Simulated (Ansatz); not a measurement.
A nudged elastic band was laid between two geometries of ClGeH3OSn (7 atoms, charge 0, multiplicity 1).

These are results of RKS PBE-D4/def2-SVP in Ansatz, not measurements.

```
movable images  : 3
climbing image  : yes
spring          : 5.0 eV/Å²
optimiser       : quadratic models (default)
start path      : through a guess of the saddle point
force threshold : 0.05 eV/Å
iteration limit : 60
end points      : relaxed
```

Image 0:

```xyz
7
Properties=species:S:1:pos:R:3
Cl -2.702 -1.192 0.700
Sn -0.436 -1.184 -0.062
O -0.185 0.715 -1.083
Ge 0.912 0.974 0.303
H -0.418 -2.320 -1.374
H 0.451 1.913 1.452
H 2.440 1.026 0.019
```

Image 4:

```xyz
7
Properties=species:S:1:pos:R:3
Cl -2.310 -0.991 1.005
Sn -0.087 -1.179 0.075
O -0.038 1.077 -0.388
Ge 1.426 0.903 0.975
H -0.492 -1.710 -1.554
H -0.848 1.403 0.061
H 2.410 0.430 -0.220
```

What changes between the two ends?

Bonds broken: Ge4–H6. Bonds formed: O3–H6.

Give the energies along the band, and the barrier.

It converged. The highest image is number 2 of 0 to 4, 39.2 kcal/mol above the first end and 59.0 kcal/mol above the last; the last end lies 19.7 kcal/mol below the first. Neighbouring images differ by up to 2.1 eV, so the band resolves the path poorly. Another band between the same ends (7 images) ends at a top of the same energy, where a vibrational analysis finds 1 clearly imaginary mode. So few images can step over the top or miss a turn of the path. The orbitals stay closed-shell, which can raise the energy where a bond breaks towards radicals; this wasn't checked here.

| image | path coordinate (Å) | energy (kcal/mol) | Ge4–H6 (Å) | O3–H6 (Å) |
| --- | --- | --- | --- | --- |
| 0 | 0.00 | 0.0 | 1.55 | 2.87 |
| 1 | 0.69 | 12.0 | 1.52 | 2.36 |
| 2 | 1.39 | 39.2 | 1.59 | 1.63 |
| 3 | 2.13 | -8.9 | 2.12 | 0.99 |
| 4 | 2.88 | -19.7 | 2.50 | 0.98 |

What is the geometry of the highest image?


```xyz
7
Properties=species:S:1:pos:R:3
Cl -2.633 -1.246 0.867
Sn -0.423 -1.072 -0.009
O -0.197 0.873 -0.790
Ge 1.174 0.826 0.707
H -0.352 -2.007 -1.460
H -0.119 1.741 0.584
H 2.610 0.817 0.055
```

Run time: 52 s on 2 threads of Arm Neoverse V2, with other jobs on the host, peak memory 0.15 GiB.
